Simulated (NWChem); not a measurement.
# H3O cation; SMILES [OH3+]

```xyz
4

O      0.0000     0.0000     0.0788
H      0.6693     0.6693    -0.2074
H      0.2450    -0.9143    -0.2074
H     -0.9143     0.2450    -0.2074
```
Atoms are numbered in this order, from 1.

Coordinates come from a B3LYP/6-31G* (spherical d) optimisation.

Problem. Give the principal values of the shielding tensors (ppm) of O1 from BHandHLYP/pcSseg-1, GIAO (NWChem), with their diamagnetic and paramagnetic parts as GIAO splits them.

Solution. 
```tsv
atom	σ11	σ22	σ33	isotropic	diamagnetic	paramagnetic
O1	267.1	312.7	312.7	297.5	382.0	-84.5
```
